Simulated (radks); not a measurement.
Ni3+, configuration [Ne] 3p6 3d7 4d2 (not the ground configuration). All-electron calculation, scalar-relativistic Kohn-Sham, BLYP, spin-polarised, spherical densities, point nucleus; open shells are filled with parallel spins first. Program: a radial shooting solver on a logarithmic mesh with Libxc functionals. Some entries of the table are withheld. Estimate them.

orbital,occ.,eigenvalue (hartree),<r^2> (bohr^2)
1s down,1,-304.7580,0.003933
1s up,1,-304.7577,0.003933
2s up,1,-38.79167,0.07081
2s down,1,-38.70841,0.07061
2p up,3,-33.76805,0.05686
2p down,3,-33.70499,0.05664
3p up,3,(1),(2)
3p down,3,(3),(4)
3d up,5,-2.70565,0.7753
3d down,2,-2.54796,0.8069
4d up,2,-0.78400,8.709

Answer. 
(1) 3p up eigenvalue (hartree): -5.10003
(2) 3p up <r^2> (bohr^2): 0.6438
(3) 3p down eigenvalue (hartree): -4.93845
(4) 3p down <r^2> (bohr^2): 0.6531
